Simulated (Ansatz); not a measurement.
Si(Cl)(F)2(SeH) (ClF₂HSeSi), SMILES F[Si](F)(Cl)[SeH].

Geometry: r2SCAN-D4/def2-SVP. The structure was generated by enumeration, and PubChem lists no compound with its InChIKey, so it may never have been made. Other conformers were not sampled.

Two levels are set side by side: PBE/def2-SVPD (Ansatz, a first-principles code) and PBE0/def2-SVPD (Ansatz). Energy differences of separate SCF runs at the same geometry; the states with an electron removed or added have multiplicity 2 and 2. Differences are taken from unrounded values.

```json
[
 {"quantity": "vertical ionisation energy (eV)", "PBE": "10.06"},
 {"quantity": "vertical singlet–triplet gap (eV)", "PBE": "4.97"}
]
```

Q: These are the PBE values. What does PBE0 give? (The exact figures need the calculation; the answer reports its results.)

A: 
```
quantity                            PBE0  PBE minus PBE0
---------------------------------  -----  --------------
vertical ionisation energy (eV)    10.28           -0.22
vertical singlet–triplet gap (eV)   5.10           -0.13
```
